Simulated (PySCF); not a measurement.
A structure optimised at B3LYP-D3(BJ)/def2-SVP, used in a PySCF frequency run:

```
Ti
N 1 1.8341
H 2 1.0201 1 124.13
H 2 1.0201 3 111.66 1 176.69
Cl 1 2.1885 2 106.77 3 -30.45
Cl 1 2.1885 2 106.77 3 -153.27
Cl 1 2.1997 2 108.99 3 88.14
```
Charge 0, spin multiplicity 1.

Question: Write its SMILES, formula and point group.

Answer: [NH2][Ti]([Cl])([Cl])[Cl], Cl₃H₂NTi, Cs

Question: What are its rotational constants (standard atomic weights)?

Answer: 1.5762, 1.4993, 1.0834 GHz
